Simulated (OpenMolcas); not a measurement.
**Ni2+, Pd2+, Pt2+: d8 down the group**

* Program: OpenMolcas
* Method: MS-CASPT2, IPEA 0.25 Eh, imaginary shift 0.1 Eh
* Basis: ANO-RCC-VQZP
* Scalar Hamiltonian: DKH2, point nucleus
* Spin-orbit coupling: RASSI with atomic mean-field integrals over the reference wave functions, term energies averaged over their components

Active space for each ion: 8 electrons in 6 orbitals (d s); closed shells correlated by CASPT2: Ni2+ 3s 3p; Pd2+ 4s 4p; Pt2+ 5s 5p.

Computed levels in cm-1 above 3F4:

```csv
Level,Ni2+,Pd2+,Pt2+
3F3,1461,3310,10450
3P1,17020,13560,17290
3P0,17290,13800,15280
1G4,22560,17980,22120
1S0,51270,41520,46610
weight of 3F in the lowest level (%),100,99,95
```

Mixed levels, with the weight of the term that names them: Pt2+ 1S0 (55 %).

Measured, with the error of the calculation in %. Measured levels: Ni2+ from Corliss and Sugar, J. Phys. Chem. Ref. Data 10, 197 (1981); Pd2+ from Moore, Atomic Energy Levels, vol. III, NSRDS-NBS 35 (1971 reprint of NBS Circular 467, 1958); Pt2+ from NIST levels as listed in McCann et al., Mon. Not. R. Astron. Soc. 538, 537 (2025).

| Level | Ni2+ | Pd2+ | Pt2+ |
| --- | --- | --- | --- |
| 3F3 | 1361 (+7.4) | 3230 (+2.6) | 9752 (+7.2) |
| 3P1 | 16978 (+0.3) | 13470 (+0.7) | 16782 (+3.0) |
| 3P0 | 17231 (+0.3) | 13699 (+0.7) | 14939 (+2.3) |
| 1G4 | 23109 (-2.4) | 17880 (+0.6) | 21331 (+3.7) |
| 1S0 | 52532 (-2.4) |  |  |

The fine-structure level 3F3 changes by a factor of 7.15 from Ni2+ to Pt2+.

Without spin-orbit coupling 3P lies 15560, 10240, 7050 cm-1 above 3F in that order; the difference to the level 3P1, of either sign, comes from spin-orbit coupling, which also lowers the zero.

Term energies are means over components that CASPT2 splits; among the terms shown or strongly mixed into the levels shown the widest spread is 2300 cm-1 (3d8 3F, Ni2+). Terms from blocks run as CI alone lack orbitals of their own. Measured partners are found by configuration, term and J. A level has none where our copy of the source lacks it or the pairing is in doubt (some pairs that miss far off the trend of their configuration count as doubtful), and it then counts in no deviation. Only configurations of the active space appear.
